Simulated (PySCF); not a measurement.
## UHF on Fe⁺ (iron, charge +1)

Configuration: [Ar] 3d6 4s1, high-spin 6D determinant. Calculation: PySCF 2.14, in aug-cc-pVTZ with one added diffuse shell each of s, p, d, f, g type (9s8p6d4f3g, 118 functions); no relativity, point nucleus.

| Property | Result |
| --- | --- |
| Total energy | -1262.219955 hartree |
| One-electron energy | -1736.8318 hartree |
| Hartree (Coulomb) energy | 528.9282 hartree |
| Exchange energy | -54.3164 hartree |
| Kinetic energy | 1262.25753 hartree |
| ⟨S²⟩ | 8.7527 |
| ⟨L²⟩ | 6.019 |
| Sum of ⟨r⟩ | 18.12 bohr |
| Sum of ⟨r²⟩ | 25.28 bohr² |
| Traceless quadrupole moment −½Σ⟨3z² − r²⟩ along its main axis | 0.323 e·bohr² |
| Density at the nucleus (Gaussians lack the cusp) | 11800 bohr⁻³ |
| Spin density at the nucleus | 4.74 bohr⁻³ |
| Langevin diamagnetic susceptibility | -20.0 ×10⁻⁶ cm³/mol |

```
shell  electrons  mean orbital energy (hartree)  spread (hartree)  rms radius, mean of both spins (bohr)
 1s α          1                     -261.67901                 0                                 0.0685
 1s β          1                     -261.67328                 0                                 0.0685
 2s α          1                      -32.29979                 0                                  0.292
 2s β          1                      -32.17199                 0                                  0.292
 2p α          3                      -27.77630           0.03438                                  0.261
 2p β          3                      -27.65401           0.00006                                  0.261
 3s α          1                       -4.65224                 0                                  0.880
 3s β          1                       -4.28659                 0                                  0.880
 3p α          3                       -3.26004           0.07569                                  0.939
 3p β          3                       -2.82888           0.05617                                  0.939
 3d α          5                       -0.98914           0.08868                                   1.21
 3d β          1                       -0.78239                 0                                   1.21
 4s α          1                       -0.55950                 0                                   3.01
```

Spin-orbit constants ζ (cm⁻¹) from the X2C one-electron operator on these orbitals (non-relativistic here): bare nucleus, nucleus screened by l(l+1)(2l+1)/3 electrons, and screened by the Breit-Pauli mean field of the electrons.

```json
{"shell": "2p", "bare": "67920", "screened nucleus": "62700", "mean field": "n/a"}
{"shell": "3p", "bare": "8223", "screened nucleus": "7590", "mean field": "n/a"}
{"shell": "3d", "bare": "773.3", "screened nucleus": "475.9", "mean field": "n/a"}
```

To first order the Landé constant is A = -95.18 cm⁻¹, so the lowest level has J = 9/2 and lies 0.0590 eV below the centre of the term. This holds in LS coupling only.
